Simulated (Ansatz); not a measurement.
`[NH2][Zn][O][SiH3]` + `[SiH3][O][Mg][Cl]` → `[SiH3][O][Zn][O][SiH3]` + `[NH2][Mg][Cl]`  (redistribution)

Isolated molecules relaxed with PBE0-D4/def2-TZVP in Ansatz; ΔE leaves out vibrations. CCSD(T)/CBS adds triple-zeta CCSD(T) − MP2 to the extrapolated MP2 energy (def2 sets, frozen cores). Functionals use def2-TZVPP. B3LYP here is the variant with VWN-RPA as its local correlation; programs differ in this. For Mg, Zn outer-core shells are correlated without core-valence functions, which leaves a few kJ/mol of doubt a bond. Scalar relativity is left out up to krypton. Each species was taken in one conformer, which may not be the lowest.

`[NH2][Zn][O][SiH3]`:

Cartesian coordinates in Å:
```
N 1.434 -0.913 -2.335
Zn 0.692 -0.119 -0.891
O 0.096 0.809 0.484
Si -0.972 0.772 1.702
H 1.904 -1.791 -2.156
H 0.814 -1.052 -3.122
H -2.345 0.429 1.226
H -0.596 -0.240 2.733
H -1.028 2.106 2.358
```

`[SiH3][O][Mg][Cl]`:

```xyz
7

Si    1.058   -0.028    0.721
O    -0.276    0.007   -0.188
Mg   -1.747    0.045   -1.191
Cl   -3.540    0.092   -2.414
H     1.669   -1.388    0.728
H     2.082    0.928    0.210
H     0.755    0.343    2.134
```

`[SiH3][O][Zn][O][SiH3]`:

```xyz
11

Si   -0.466   -3.053   -0.111
O     0.346   -1.813    0.557
Zn    0.419   -0.065    0.608
O     0.577    1.670    0.780
Si    0.372    3.067   -0.026
H    -1.887   -3.077    0.340
H     0.184   -4.328    0.290
H    -0.468   -2.965   -1.599
H    -1.033    3.221   -0.500
H     0.695    4.200    0.880
H     1.262    3.141   -1.220
```

`[NH2][Mg][Cl]`:

```xyz
5

N    -0.061    0.469   -0.821
Mg    0.061   -0.459    0.803
Cl    0.204   -1.540    2.695
H    -0.372    1.421   -0.943
H     0.169    0.109   -1.734
```

```csv
level,ΔE (eV)
B3LYP,0.59
r2SCANh,0.60
CCSD(T)/def2-SVP,0.49
CCSD/def2-TZVPP,0.55
```

Question: What does CCSD(T)/CBS give? (Estimate.)

Answer: Ansatz gave: +0.59 eV. The listed levels differ from it by 0.00, 0.01, -0.10, -0.04 eV.

Largest T1 diagnostic among the species: 0.015.

Leaving LDA and LC-ωPBE aside and taking each functional with its dispersion term where it has one, the values, not all of them listed here, spread over 0.06 eV, from BHLYP-D4 to r2SCAN-D4. From BLYP to BHLYP (50 % exact exchange), in def2-TZVPP and without D4, ΔE moves by −0.04 eV.
